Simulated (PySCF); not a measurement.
C₂H₁₀OSi₃, SMILES [SiH3][Si@@H]1[SiH2][C@@H](C1)O. The structure is a stationary point at PBE-D3(BJ)/def2-SVP. The structure was generated by enumeration; whether it is a known compound was not checked. Other conformers were not sampled.

Method: PBE-D3(BJ)/def2-SVP run with PySCF 2.14.0.

Harmonic wavenumbers (cm⁻¹): 94, 104, 142, 172, 223, 323, 367, 379, 430, 440, 484, 507, 522, 590, 602, 624, 650, 706, 730, 770, 848, 878, 894, 903, 915, 976, 1052, 1073, 1128, 1239, 1308, 1363, 2133, 2141, 2143, 2149, 2173, 2177, 2935, 2959, 3025, 3644. Rotational constants (GHz): 2.487, 1.371, 1.236; symmetry number 1.

Problem. Work out the zero-point energy and the ideal-gas rigid-rotor harmonic-oscillator thermochemistry at 298.15 K and 1 atm.

Solution. ZPE = ½ Σ hcν = ½ × 46914 cm⁻¹ = 67.07 kcal/mol. H − E(el) = 73.76 kcal/mol. Entropy in cal/(mol K): translation 40.60, rotation 28.72, vibration 24.77, total 94.10. G − E(el) = 45.71 kcal/mol. Cp = 39.28 cal/(mol K). Modes under 150 cm⁻¹ make the vibrational entropy uncertain.
